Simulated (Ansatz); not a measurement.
Geometry optimisation, RKS BHLYP-D4/def2-SVP (Ansatz).

The input (input.yaml):

```yaml
crystal:
  periodic: [false, false, false]
  atoms:
    - { symbol: F, position_ang: [-1.0939, -0.6336, -1.6276] }
    - { symbol: C, position_ang: [-0.5413, 0.0661, -0.5867] }
    - { symbol: Si, position_ang: [1.0023, -0.6029, 0.1482] }
    - { symbol: B, position_ang: [-1.3849, 0.985, 0.2981] }
    - { symbol: O, position_ang: [-0.5029, 1.4144, -0.7883] }
    - { symbol: H, position_ang: [1.5268, 0.3288, 1.1999] }
    - { symbol: H, position_ang: [2.0804, -0.7407, -0.8853] }
    - { symbol: H, position_ang: [0.8035, -1.9034, 0.7527] }
    - { symbol: H, position_ang: [-0.32403, 2.37813, -0.92732] }
basis:
  gaussian: { orbitals: def2-SVP }
hamiltonian:
  xc: { name: BHLYP }
  dispersion: d4
relax:
  f_tol: 0.02
  max_steps: 50
```

Launched with:

```bash
$ ansatz run input.yaml --threads 2 --pin off --max-ram 3072MiB --backend cpu --events-out ev --progress --plain --runs-dir out
```

**Question.** Where does it end, and by what steps?

**Answer.** The forces met the threshold. After 18 steps the energy has fallen by 1.295 eV; H9 moved furthest, 1.10 Å. Parted: B4–O5.

```csv
step,energy less start (eV),largest force component (eV/Å),accepted
0,0.0000,5.338,yes
1,-0.4296,2.873,yes
2,-0.6813,0.833,yes
3,-0.7922,0.450,yes
4,-0.8067,1.284,yes
5,-0.8462,0.434,yes
6,-0.8600,0.340,yes
7,-0.8802,0.233,yes
8,-0.9191,0.694,yes
9,-0.9806,0.786,yes
10,-1.0526,2.274,yes
11,-1.2172,0.753,yes
12,-1.2729,0.448,yes
13,-1.2675,0.516,no
14,-1.2930,0.158,yes
15,-1.2940,0.058,yes
16,-1.2951,0.034,yes
17,-1.2952,0.039,yes
18,-1.2953,0.010,yes
```

```xyz
9
Properties=species:S:1:pos:R:3
F -1.139 -0.448 -1.428
C -0.628 0.375 -0.426
Si 0.992 -0.469 0.189
B -1.757 0.461 0.694
O -0.424 1.649 -0.896
H 1.509 0.264 1.363
H 1.936 -0.340 -0.945
H 0.747 -1.886 0.518
H 0.330 1.687 -1.484
```

Run time: 52 s on 2 threads of Arm Neoverse V1, with other jobs on the host, peak memory 0.19 GiB.
